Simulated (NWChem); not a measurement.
System: Si₂H₃Cl, singlet; SMILES [SiH3][Si]Cl

All runs: NWChem. Low-valent species are run as closed-shell singlets; no triplet was tried in these runs. All runs use the structure optimised with PBE0/def2-SVP. Vertical excitations in the gas phase.

**Question.** Predict the results for B3LYP/def2-SVPD, TDA. Quantities: lowest excitation, singlet (eV); oscillator strength of that lowest state; orbital gap (eV).

**Answer.** 
```json
{
  "lowest excitation, singlet (eV)": "1.95",
  "oscillator_strength_of_that_lowest_state": "0.004",
  "orbital gap (eV)": "2.92"
}
```
